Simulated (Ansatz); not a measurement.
A geometry relaxed with PBE-D3(BJ)/def2-TZVP run with Ansatz (a first-principles code), charge 0, multiplicity 1:

```xyz
6

F     -1.5292    -0.8566    -1.1412
Ge    -0.4511    -0.0103    -0.0850
F     -1.0267    -0.2467     1.5330
F     -0.6572     1.6864    -0.3744
S      1.5899    -0.7261    -0.4230
H      2.0742     0.1533     0.4906
```

Q: Write the SMILES of this molecule.

A: `[F][Ge]([F])([F])[SH]`
